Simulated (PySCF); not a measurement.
CH5O, SMILES C[OH2+], charge +1. Geometry: B3LYP-D3(BJ)/def2-TZVP. The isomer is the one that the SMILES or the coordinates give; other isomers of the formula were not compared.

TDA-PBE/def2-TZVPD (PySCF) puts the lowest singlet excitations at 8.40, 9.29, 10.64, 10.65, 11.16, 11.58 eV.

**Question.** What are the lowest excitation roots from ADC(2)/aug-cc-pVDZ (PySCF 2.14.0)? (Estimate from the structure and the level; the computed values follow.)

**Answer.** 9.51, 11.06, 11.57, 11.95, 12.34, 12.99 eV. S1 differs by 1.11 eV (second minus first; roots are paired by order, and the bases may differ).
